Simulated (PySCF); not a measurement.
Sb(Me)3 (C3H9Sb), SMILES [CH3][Sb]([CH3])[CH3]. The structure is a stationary point at PBE0-D3(BJ)/def2-SVP. The isomer is the one that the SMILES or the coordinates give; other isomers of the formula were not compared. The def2 effective core potentials stand for the cores of Sb; spin–orbit coupling is left out.

All values below come from PBE0-D3(BJ)/def2-SVP (PySCF).

Harmonic wavenumbers (cm⁻¹): 114, 122, 122, 174, 174, 188, 519, 522, 522, 696, 723, 723, 824, 824, 829, 1212, 1212, 1231, 1423, 1429, 1429, 1436, 1436, 1445, 3060, 3063, 3063, 3182, 3182, 3182, 3182, 3183, 3183. Rotational constants (GHz): 3.718, 3.718, 2.971; symmetry number 3.

**Question.** Work out the zero-point energy and the ideal-gas rigid-rotor harmonic-oscillator thermochemistry at 298.15 K and 1 atm.

**Answer.** ZPE = ½ Σ hcν = ½ × 47608 cm⁻¹ = 68.06 kcal/mol. H − E(el) = 73.65 kcal/mol. Entropy in cal/(mol K): translation 41.24, rotation 24.28, vibration 19.83, total 85.35. G − E(el) = 48.20 kcal/mol. Cp = 28.35 cal/(mol K). Modes under 150 cm⁻¹ make the vibrational entropy uncertain.
